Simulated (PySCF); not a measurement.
SnN: from constants to spectrum

PW91 constants of SnN, ²Π (doublet), unpaired electrons π ↑ (Sn aug-cc-pVDZ-PP with ECP28, N aug-cc-pVDZ; scalar-relativistic core potentials (PySCF 2.14); masses 119.9022 and 14.0031 u):

```
ωe              : 670.7 cm⁻¹
ωexe            : 4.09 cm⁻¹
Be              : 0.33834 cm⁻¹
αe              : 0.00233 cm⁻¹
D (centrifugal) : 3.44e-07 cm⁻¹
De to Sn + N    : 3.20 eV
```

Problem. Give the vibrational terms G(v) and spacings up to v = 6.

Solution. G(v) = ωe(v+½) − ωexe(v+½)².

```
v  G(v) (cm⁻¹)  G(v) − G(v−1)  Bv (cm⁻¹)
0          334                    0.3372
1          997            663     0.3348
2         1651            654     0.3325
3         2297            646     0.3302
4         2935            638     0.3279
5         3565            630     0.3255
6         4187            622     0.3232
```

Problem. How well does the Morse estimate ωe²/(4ωexe) reproduce De, and what is D0?

Solution. It gives 3.41 eV, 107 % of the computed De. D0 = De − G(0) = 3.20 − 0.04 = 3.16 eV.

These are scalar-relativistic numbers at best; spin–orbit coupling would shift them, the dissociation energy most. The state is the lowest determinant that a PBE0 search found; another state may lie lower at other levels.
